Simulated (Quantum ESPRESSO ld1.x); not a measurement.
Question: Yb LI, configuration [Ar] 3d2 (the NIST ground configuration). Calculated with ld1.x of Quantum ESPRESSO 7.5: scalar-relativistic Kohn-Sham, LDA (Slater exchange, Perdew-Zunger correlation), spin-polarised, spherical densities, point nucleus; open shells are filled with parallel spins first. Some entries of the table are withheld. Estimate them.

orbital,occ.,eigenvalue (hartree),<1/r> (bohr^-1),<r^2> (bohr^2)
1s up,1,-2369.3637,80.60,0.0005303
1s down,1,-2369.3519,80.60,0.0005303
2s up,1,-498.9054,18.92,0.008094
2s down,1,-498.5119,18.94,0.008086
2p up,3,-454.4249,17.36,0.006592
2p down,3,-454.1093,17.37,0.006584
3s up,1,-188.9692,7.478,0.04740
3s down,1,-188.5447,7.466,0.04750
3p up,3,-175.6165,(1),0.04642
3p down,3,-175.1840,(2),0.04653
3d up,2,-162.0283,6.656,0.03647
3d down,0,-161.4869,6.649,0.03659

Answer: 
(1) 3p up <1/r> (bohr^-1): 7.010
(2) 3p down <1/r> (bohr^-1): 6.998
